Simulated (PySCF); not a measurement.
# Spinor energies of Ga (gallium, neutral)

Start: [Ar] 3d10 4s2 4p1; 4p3/2 filled at m_j = +3/2. Calculated with PySCF 2.14 in x2c-TZVPPall-2c (6s7p4d1f, 54 functions): generalised Hartree-Fock with the X2C-1e Hamiltonian and a Gaussian nucleus; one run each with spin-orbit coupling (SO) screened by Boettger's factors, then bare. This is a chosen level, not necessarily the ground level.

```tsv
spinor shell	electrons	ε, screened SO (eV)	ε, bare SO (eV)	weight of nominal j (bare SO)	rms radius, bare SO (bohr)
1s1/2	2	-10441.2	-10441.2	1.000	0.0560
2s1/2	2	-1341.1	-1341.1	1.000	0.235
2p1/2	2	-1181.9	-1183.3	1.000	0.209
3s1/2	2	-178.99	-179.00	1.000	0.698
3p1/2	2	-125.66	-125.86	1.000	0.730
3p3/2	4	-121.79	-121.70	1.000	0.741
3d3/2	4	-31.959	-32.109	0.998	0.892
3d5/2	6	-31.450	-31.356	0.998	0.902
4s1/2	2	-11.792	-11.793	0.999	2.64
4p3/2	1	-5.632	-5.630	1.000	3.65
```

(1) Where does 2p3/2 lie, and what is the 2p spin-orbit splitting (bare SO)?

```csv
quantity,screened SO,bare SO
E (hartree),-1942.19541,-1942.20460
M_J,3/2,3/2
⟨J²⟩,3.763,3.763
⟨L²⟩,2.011,2.012
⟨S²⟩,0.755,0.756
```

Each row is a mean over spinors that exchange with the open shell spreads, by up to 1.637 eV (4s1/2).

Results:

(1) At -1153.2 eV, 30.136 eV above 2p1/2.
